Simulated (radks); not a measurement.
The mean radii <r> (bohr) of the occupied orbitals of an atom or ion are listed with their occupations. All-electron calculation, Dirac Kohn-Sham, PBE, spin-unpolarised, spherical densities, point nucleus. Program: a radial shooting solver on a logarithmic mesh with Libxc functionals.

orbital  occ.      <r>
1s1/2       2  0.09095
2s1/2       2   0.4425
2p1/2       2   0.4030
2p3/2       4   0.4053
3s1/2       2    1.352
3p1/2       1    1.443

Name the element and its charge. Open shells, if any, fill j = l - 1/2 first.

Answer. Z = 17, chlorine, charge +4: Cl4+ in [Ne] 3s2 3p1. The 1s radius gives Z: for a bare nucleus <r> = (2 gamma + 1)/(2Z) with gamma = sqrt(1 - (Z/c)^2), 0.08778 bohr for Z = 17, and screening makes it slightly larger (0.09095 here). The occupations add up to 13, and the charge is Z minus that.
